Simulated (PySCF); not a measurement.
In(AsH2)(H)2 (AsH4In), SMILES [InH2][AsH2]. The structure is a stationary point at r2SCAN-D4/def2-TZVP. The def2 effective core potentials stand for the cores of In; spin–orbit coupling is left out.

Method: PySCF 2.14.0 with r2SCAN-D4/def2-TZVP.

Harmonic wavenumbers (cm⁻¹): 159, 212, 303, 401, 556, 585, 591, 987, 1789, 1797, 2191, 2206. Rotational constants (GHz): 55.04, 1.586, 1.562; symmetry number 1.

Q: Work out the zero-point energy and the ideal-gas rigid-rotor harmonic-oscillator thermochemistry at 298.15 K and 1 atm.

A: ZPE = ½ Σ hcν = ½ × 11779 cm⁻¹ = 70.45 kJ/mol. H − E(el) = 86.81 kJ/mol. Entropy in J/(mol K): translation 174.43, rotation 105.73, vibration 35.65, total 315.81. G − E(el) = -7.35 kJ/mol. Cp = 77.38 J/(mol K).
